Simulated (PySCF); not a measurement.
These are PBE-D3(BJ)/def2-TZVP // TPSS-D3(BJ)/def2-SVP run with PySCF 2.14.0 values and carry that method's errors. All species are isolated molecules in the gas phase. 

Reference species: [Mo(=O)2(Cl)2] (neutral, multiplicity 1).

```json
{
 "LUMO": "-4.62 eV",
 "mean_distance_from_the_central_atom_to_its_bonded_neighbours": "1.980 Å",
 "HOMO–LUMO gap": "3.71 eV",
 "coordination_number": "4"
}
```

After one change: the LUMO falls by 1.59 eV; the mean distance from the central atom to its bonded neighbours rises by 0.201 Å; the HOMO–LUMO gap decreases by 2.29 eV; the coordination number rises by 1.

Question: What was changed between the two runs? The new species is one of these.
A) [Zr(Cl)4]
B) [Mo(=O)(Cl)4]
C) [Cr(=O)2(Cl)2]
D) [W(=O)(Cl)4]

Answer: B, [Mo(=O)(Cl)4]
